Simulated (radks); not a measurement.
The numbers below are computed, except where a source is named.
Question: Excited configurations of the rhodium ion Rh4+: one electron is placed in a higher orbital outside [Kr] 4d4. The ground configuration is [Kr] 4d5. Level of theory: Dirac Kohn-Sham, LDA (Slater exchange, Perdew-Wang correlation), spin-unpolarised, spherical densities, point nucleus; open shells fill j = l - 1/2 first (a radial shooting solver on a logarithmic mesh with Libxc functionals). Excitation = E - E(ground); binding = E(ion) - E, where the ion is the core of charge +5; n* = 5/sqrt(2 binding) in atomic units, and the quantum defect is n - n*.

outer orbital  excitation (eV)  binding (eV)     n*  quantum defect  eigenvalue (eV)  <r> (bohr)
4f5/2                   37.187        25.261  3.669           0.331          -21.101       2.582
5s1/2                   14.600        47.848  2.666           2.334          -43.126       2.243
5p1/2                   22.611        39.837  2.922           2.078          -35.683       2.497
5d3/2                   34.992        27.456  3.520           1.480          -24.448       3.240
6s1/2                   37.516        24.932  3.694           2.306          -22.728       4.195
6p1/2                   40.608        21.840  3.946           2.054          -19.847       4.609
6d3/2                   45.786        16.662  4.518           1.482          -15.062       5.682
6f5/2                   51.150        11.298  5.487           0.513          -10.175       7.887
7s1/2                   46.951        15.497  4.685           2.315          -14.189       6.706
7p1/2                   48.506        13.942  4.939           2.061          -12.746       7.277

Estimate the row for 5f5/2.

Answer: excitation (eV) 45.984; binding (eV) 16.464; n* 4.545; quantum defect 0.455; eigenvalue (eV) -14.558; <r> (bohr) 4.960. The Delta-SCF ionisation energy is 62.448 eV (NIST Atomic Spectra Database: 63 eV, theoretical). Self-interaction in the functional shifts the binding energies and quantum defects, so they are the method's values and not measured ones. Spin polarisation and multiplet splitting are left out, so open shells lie too high by an amount that depends on their filling.

Beside tabulated values, note that spin-unpolarised runs miss the spin-polarisation part of the exchange energy of open shells.
